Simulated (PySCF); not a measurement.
PySCF 2.14 output of an unrestricted r2SCAN calculation on a single atom or ion in x2c-TZVPPall, with the spin-free X2C one-electron Hamiltonian (Gaussian nucleus):

```
SCF conv_tol = 1e-09
number electrons alpha = 23  beta = 22
    J. W. Furness, A. D. Kaplan, J. Ning, J. P. Perdew, and J. Sun.,  J. Phys. Chem. Lett. 11, 8208-8215 (2020)
    J. W. Furness, A. D. Kaplan, J. Ning, J. P. Perdew, and J. Sun.,  J. Phys. Chem. Lett. 11, 9248-9248 (2020)
    J. W. Furness, A. D. Kaplan, J. Ning, J. P. Perdew, and J. Sun.,  J. Phys. Chem. Lett. 11, 8208-8215 (2020)
    J. W. Furness, A. D. Kaplan, J. Ning, J. P. Perdew, and J. Sun.,  J. Phys. Chem. Lett. 11, 9248-9248 (2020)
cycle= 1 E= -5314.30904821986  delta_E= -0.00955  |g|= 0.0495  |ddm|= 0.0941
cycle= 2 E= -5314.30915287632  delta_E= -0.000105  |g|= 0.0256  |ddm|= 0.0216
cycle= 3 E= -5314.30921272699  delta_E= -5.99e-05  |g|= 0.00903  |ddm|= 0.0124
cycle= 4 E= -5314.30922622141  delta_E= -1.35e-05  |g|= 0.000362  |ddm|= 0.00383
cycle= 5 E= -5314.30922625772  delta_E= -3.63e-08  |g|= 3.52e-05  |ddm|= 0.000336
cycle= 6 E= -5314.30922625827  delta_E= -5.54e-10  |g|= 4.79e-06  |ddm|= 5.69e-05
converged SCF energy = -5314.30922625827  <S^2> = 0.75171738  2S+1 = 2.0017166
```

The run itself started from symmetry-adapted Hartree-Fock orbitals and held the occupation by maximum overlap, on a logarithmic radial grid, so the iterations belong to that start.

Q: Which element, charge and spin multiplicity is this?

A: Ag²⁺ (silver, charge +2), multiplicity 2; the state was [Kr] 4d9, 2D determinant.
